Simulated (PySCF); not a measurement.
Molecule: C7H13, charge 0, multiplicity 2. It need not be the lowest isomer of its formula. 
Coordinates optimised at B3LYP-D3(BJ)/def2-TZVP (Ansatz):
SMILES: C(CC=C)CC[CH2]
```xyz
20

C      3.7164    -0.1808     0.2294
C      2.3537    -0.7673     0.1924
C      1.2473     0.2537    -0.0810
C     -0.1495    -0.3590    -0.0820
C     -1.2548     0.6687    -0.3504
C     -2.6193     0.0552    -0.3951
C     -3.6199     0.3504     0.4246
H      3.8641     0.8559     0.5023
H      4.5942    -0.8000     0.1062
H      2.3113    -1.5675    -0.5562
H      2.1345    -1.2692     1.1502
H      1.4359     0.7381    -1.0443
H      1.2974     1.0451     0.6746
H     -0.3405    -0.8445     0.8801
H     -0.2002    -1.1496    -0.8385
H     -1.2268     1.4488     0.4158
H     -1.0475     1.1608    -1.3082
H     -2.7722    -0.7025    -1.1607
H     -3.5109     1.0970     1.2037
H     -4.5830    -0.1377     0.3472
```
Charge 0, spin multiplicity 2.

Dispersion corrections to the total energy (kcal/mol) from the dftd3 and dftd4 libraries through PySCF: D3(BJ) without and D4 with the three-body term, each with the damping fitted for the functional named.

```tsv
functional	D3(BJ)	D4
TPSSh	(withheld)	-11.09
LC-wPBE	-8.89	-9.88
B3LYP	-16.37	(withheld)
BP86	-14.62	-11.71
BLYP	-20.14	-19.95
revPBE	-25.34	-30.87
PBE	-9.92	(withheld)
```

Task: Some entries are withheld; supply them.

Result: 
- TPSSh, D3(BJ): -11.18
- B3LYP, D4: -14.19
- PBE, D4: -9.02
